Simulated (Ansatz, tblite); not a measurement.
Forces on Al₂N₂ at its PBE0-D4/def2-TZVP geometry. Total charge 0; singlet.

The xTB rows come from tblite. The structure comes from a short search, and lower isomers may exist.

GFN1-xTB (tblite), largest force 2.70 eV/Å:

```xyz
4
positions Å, forces eV/Å
Al    1.459   -0.244    1.196   -0.269    0.045   -0.221
Al   -1.459    0.244   -1.196    0.269   -0.045    0.220
N    -0.354   -0.384    0.354   -1.517   -1.645    1.514
N     0.354    0.384   -0.354    1.517    1.644   -1.514
```

GFN2-xTB (tblite), largest force 1.29 eV/Å:

```
Al -0.986 0.165 -0.809
Al 0.987 -0.165 0.809
N -0.215 -0.233 0.214
N 0.214 0.232 -0.214
```

PBE0-D4/def2-TZVP (Ansatz), largest force 0.02 eV/Å:

```
Al 0.009 -0.001 0.007
Al -0.009 0.002 -0.008
N 0.008 0.009 -0.008
N -0.009 -0.009 0.009
```
